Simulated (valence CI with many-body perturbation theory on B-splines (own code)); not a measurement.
## E1 transitions of Au30+

Level of theory: configuration interaction combined with many-body perturbation theory (CI+MBPT): three valence electrons over a frozen Dirac-Fock core [Kr] 4d10, radial functions for each j: 8 s, 8 p, 9 d, 9 f, 6 g, 3 h, 2 i, with the one-electron correlation potential Σ1 (screened to all orders), the two-electron term Σ2, the three-electron term Σ3, Breit, model QED; selected single and double excitations, second order for the rest, scaled by the run's own slope (own B-spline code, finite nucleus).

No measured spectrum was set against this ion. As an estimate, large intervals hold to a few tenths of a per cent, small ones and those within an open d or f shell to about a per cent. Core correlation moves these levels by up to 50000 cm⁻¹, and in measured spectra 5 to 20 % of such shifts remained as error; rates that hang on mixing are uncertain with them. The list stops below the first excitations out of the core.

Lines 1 to 39 of 39 in falling wavelength, among levels below 1487300 cm⁻¹, chosen from the strongest by gf and those to the six lowest levels. Wavelengths and rates use the calculated energies. Electric multipoles are in the length gauge, E1 and E2 with the static RPA response of the core. Weak lines are less certain than strong ones. Lines between different terms over intervals too small for the method are left out, as are lines whose strength nearly cancels. The highest levels of a list are the least certain.

Levels are named by their leading jj configuration (3d3/2^4 stands for four electrons in 3d with j = 3/2), which in mixed levels can hold well under half, so a name can repeat and another be missing. Letters in brackets count levels of one name in rising energy.

| λ vac (Å) | Upper | Lower | A (s⁻¹) | S (a.u.) with core polarisation | S without |
| --- | --- | --- | --- | --- | --- |
| 85.12 | (4f5/2^2 5s) J=7/2 | (4f5/2 4f7/2^2) J=5/2 [c] | 1.95e+03 | 4.76e-09 | 2.87e-08 |
| 84.69 | (4f5/2^2 5s) J=7/2 | (4f7/2^3) J=7/2 | 1.31e+01 | 3.13e-11 | 4.81e-11 |
| 84.25 | (4f5/2^2 5s) J=9/2 | (4f7/2^3) J=7/2 | 5.67e+03 | 1.67e-08 | 7.88e-08 |
| 79.81 | (4f5/2^2 5s) J=7/2 | (4f5/2^2 4f7/2) J=7/2 [c] | 5.23e+03 | 1.05e-08 | 1.65e-09 |
| 79.72 | (4f5/2^2 5s) J=7/2 | (4f7/2^3) J=5/2 | 1.54e+03 | 3.08e-09 | 4.41e-09 |
| 79.70 | (4f5/2^2 5s) J=7/2 | (4f5/2 4f7/2^2) J=9/2 [d] | 1.58e+03 | 3.17e-09 | 1.34e-08 |
| 79.42 | (4f5/2^2 5s) J=9/2 | (4f5/2^2 4f7/2) J=7/2 [c] | 1.23e+05 | 3.04e-07 | 5.74e-07 |
| 79.31 | (4f5/2^2 5s) J=9/2 | (4f5/2 4f7/2^2) J=9/2 [d] | 1.12e+04 | 2.76e-08 | 1.75e-08 |
| 78.80 | (4f5/2^2 5s) J=9/2 | (4f5/2 4f7/2^2) J=7/2 [c] | 7.35e+04 | 1.77e-07 | 5.06e-07 |
| 78.31 | (4f5/2^2 5s) J=3/2 | (4f7/2^3) J=5/2 | 1.26e+03 | 1.20e-09 | 4.66e-09 |
| 78.20 | (4f5/2^2 5s) J=9/2 | (4f7/2^3) J=11/2 | 1.19e+04 | 2.81e-08 | 1.36e-07 |
| 77.39 | (4f5/2^2 5s) J=7/2 | (4f5/2 4f7/2^2) J=5/2 [b] | 1.95e+04 | 3.58e-08 | 1.40e-07 |
| 77.02 | (4f5/2^2 5s) J=3/2 | (4f7/2^3) J=3/2 | 2.12e+03 | 1.91e-09 | 4.99e-09 |
| 76.45 | (4f5/2^2 5s) J=7/2 | (4f5/2 4f7/2^2) J=7/2 [b] | 1.16e+03 | 2.04e-09 | 1.58e-09 |
| 76.09 | (4f5/2^2 5s) J=9/2 | (4f5/2 4f7/2^2) J=7/2 [b] | 2.58e+04 | 5.60e-08 | 7.55e-08 |
| 76.06 | (4f5/2^2 5s) J=3/2 | (4f5/2 4f7/2^2) J=5/2 [b] | 8.66e+03 | 7.52e-09 | 1.85e-08 |
| 75.93 | (4f5/2^2 5s) J=7/2 | (4f5/2 4f7/2^2) J=9/2 [c] | 2.94e+02 | 5.09e-10 | 2.60e-10 |
| 75.57 | (4f5/2^2 5s) J=9/2 | (4f5/2 4f7/2^2) J=9/2 [c] | 5.96e+03 | 1.27e-08 | 1.17e-07 |
| 75.43 | (4f5/2^2 5s) J=7/2 | (4f5/2 4f7/2^2) J=5/2 [a] | 1.56e+03 | 2.65e-09 | 9.48e-09 |
| 75.34 | (4f5/2^2 5s) J=3/2 | (4f5/2 4f7/2^2) J=3/2 [b] | 2.13e+03 | 1.79e-09 | 1.41e-08 |
| 74.83 | (4f5/2^2 5s) J=3/2 | (4f5/2 4f7/2^2) J=1/2 | 4.25e+04 | 3.52e-08 | 3.16e-08 |
| 74.34 | (4f5/2^2 5s) J=7/2 | (4f5/2 4f7/2^2) J=9/2 [b] | 4.75e+03 | 7.71e-09 | 2.34e-08 |
| 74.34 | (4f5/2^2 5s) J=7/2 | (4f5/2 4f7/2^2) J=7/2 [a] | 1.02e+04 | 1.65e-08 | 3.70e-08 |
| 74.17 | (4f5/2^2 5s) J=3/2 | (4f5/2 4f7/2^2) J=5/2 [a] | 6.22e+03 | 5.01e-09 | 2.25e-08 |
| 74.00 | (4f5/2^2 5s) J=9/2 | (4f5/2 4f7/2^2) J=9/2 [b] | 3.61e+04 | 7.23e-08 | 1.30e-07 |
| 74.00 | (4f5/2^2 5s) J=9/2 | (4f5/2 4f7/2^2) J=7/2 [a] | 3.25e+04 | 6.51e-08 | 1.67e-07 |
| 72.92 | (4f5/2^2 5s) J=3/2 | (4f5/2^2 4f7/2) J=5/2 [b] | 3.42e+03 | 2.61e-09 | 1.66e-08 |
| 72.63 | (4f5/2^2 5s) J=3/2 | (4f5/2^2 4f7/2) J=3/2 [b] | 7.87e+04 | 5.95e-08 | 2.38e-08 |
| 72.59 | (4f5/2^2 5s) J=9/2 | (4f5/2^2 4f7/2) J=7/2 [b] | 7.14e+04 | 1.35e-07 | 5.90e-08 |
| 72.17 | (4f5/2^2 5s) J=7/2 | (4f5/2^2 4f7/2) J=7/2 [a] | 1.54e+04 | 2.28e-08 | 5.40e-08 |
| 72.11 | (4f5/2^2 5s) J=7/2 | (4f5/2^2 4f7/2) J=5/2 [a] | 7.66e+04 | 1.13e-07 | 3.90e-08 |
| 71.85 | (4f5/2^2 5s) J=9/2 | (4f5/2^2 4f7/2) J=7/2 [a] | 1.65e+05 | 3.02e-07 | 2.83e-07 |
| 71.50 | (4f5/2^2 5s) J=7/2 | (4f5/2^3) J=5/2 | 1.07e+05 | 1.54e-07 | 8.62e-08 |
| 71.12 | (4f5/2^2 5s) J=9/2 | (4f5/2^2 4f7/2) J=9/2 | 6.62e+04 | 1.17e-07 | 4.47e-07 |
| 70.96 | (4f5/2^2 5s) J=3/2 | (4f5/2^2 4f7/2) J=3/2 [a] | 7.65e+04 | 5.40e-08 | 1.03e-08 |
| 70.95 | (4f5/2^2 5s) J=3/2 | (4f5/2^2 4f7/2) J=5/2 [a] | 6.32e+04 | 4.46e-08 | 2.91e-08 |
| 69.82 | (4f5/2^2 5s) J=9/2 | (4f5/2^2 4f7/2) J=11/2 [a] | 5.02e+04 | 8.42e-08 | 3.75e-08 |
| 68.47 | (4f5/2^2 5s) J=7/2 | (4f5/2^3) J=9/2 | 1.25e+05 | 1.58e-07 | 1.27e-07 |
| 68.18 | (4f5/2^2 5s) J=9/2 | (4f5/2^3) J=9/2 | 1.20e+04 | 1.87e-08 | 1.63e-08 |
